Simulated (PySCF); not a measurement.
From one molecule to another.

First species: C₂H₇F₃SSi₂.
Structure used (GFN2-xTB), in Å, numbered top down from 1:
```
atom  x, y, z in Å
F1     3.7800   -0.3866   -0.2068
C2     2.5528    0.1635   -0.1347
F3     2.0663    0.1377   -1.3866
F4     2.7295    1.4470    0.1822
C5     1.6833   -0.5924    0.8455
S6     0.1353    0.2732    1.2297
Si7   -1.0376    0.0158   -0.5897
Si8   -3.2424    0.3503    0.0175
H9     2.2296   -0.6841    1.7842
H10    1.4749   -1.5800    0.4338
H11   -0.4671    0.9404   -1.5661
H12   -0.6513   -1.3352   -1.0085
H13   -4.0605    0.2084   -1.1888
H14   -3.4806    1.6828    0.5728
H15   -3.7167   -0.6329    0.9936
```

Second species: C₂H₈OSi₃.
SMILES: `[SiH3]C#C[SiH2]O[SiH3]`

Levels: CAM-B3LYP/def2-SVPD for dipole moment, HOMO energy, LUMO energy, HOMO–LUMO gap, static isotropic polarisability and electronic spatial extent ⟨r²⟩ about the centre of nuclear charge; TDDFT CAM-B3LYP/def2-SVPD for lowest singlet excitation; TDA CAM-B3LYP/def2-SVPD for lowest triplet excitation (Tamm–Dancoff); GFN2-xTB for rotational constant A and rotational constant C. Geometries: GFN2-xTB. All species are isolated and taken at one optimised geometry, non-relativistic unless stated; the electronic structure was computed with PySCF and density fitting.

Dipoles, sizes and rotational constants follow the conformer. The torsions of the flexible species, by atom-mapped SMILES:
- `[F:1][C:2]([F:3])([F:4])[CH2:5][S:6][SiH2:7][SiH3:8]`: F1–C2–C5–S6 169°, C2–C5–S6–Si7 73°, C5–S6–Si7–Si8 159°
- `[SiH3:1][C:2]#[C:3][SiH2:4][O:5][SiH3:6]`: C3–Si4–O5–Si6 -25°

Values for the first species:

| Item | Value |
| --- | --- |
| Dipole moment | 2.31 D |
| HOMO energy | -8.59 eV |
| LUMO energy | 0.31 eV |
| HOMO–LUMO gap | 8.90 eV |
| Lowest singlet excitation | 5.60 eV |
| Lowest triplet excitation (Tamm–Dancoff) | 5.07 eV |
| Static isotropic polarisability | 104.9 au |
| Electronic spatial extent ⟨r²⟩ about the centre of nuclear charge | 2233 bohr² |
| Rotational constant A | 2.994 GHz |
| Rotational constant C | 0.481 GHz |

**Question.** Estimate the same properties for the second species, and the change in each.

**Answer.** 
```tsv
property	first	second	second less first
dipole moment	2.31 D	0.57 D	-1.74 D
HOMO energy	-8.59 eV	-9.48 eV	-0.89 eV
LUMO energy	0.31 eV	0.18 eV	-0.13 eV
HOMO–LUMO gap	8.90 eV	9.66 eV	+0.76 eV
lowest singlet excitation	5.60 eV	5.55 eV	-0.05 eV
lowest triplet excitation (Tamm–Dancoff)	5.07 eV	4.68 eV	-0.39 eV
static isotropic polarisability	104.9 au	104.0 au	-0.9 au
electronic spatial extent ⟨r²⟩ about the centre of nuclear charge	2233 bohr²	1974 bohr²	-259 bohr²
rotational constant A	2.994 GHz	3.433 GHz	+0.439 GHz
rotational constant C	0.481 GHz	0.553 GHz	+0.072 GHz
```

On the first: The principal polarisabilities are 86.0, 95.1 and 133.6 au; their mean is the isotropic value.

On the second: No computed singlet falls in the visible range (750 to 380 nm, 1.65 to 3.26 eV); S1 lies 2.29 eV above its blue end. In wavenumbers S1 is 44800 cm⁻¹ (1 eV = 8065.54 cm⁻¹).
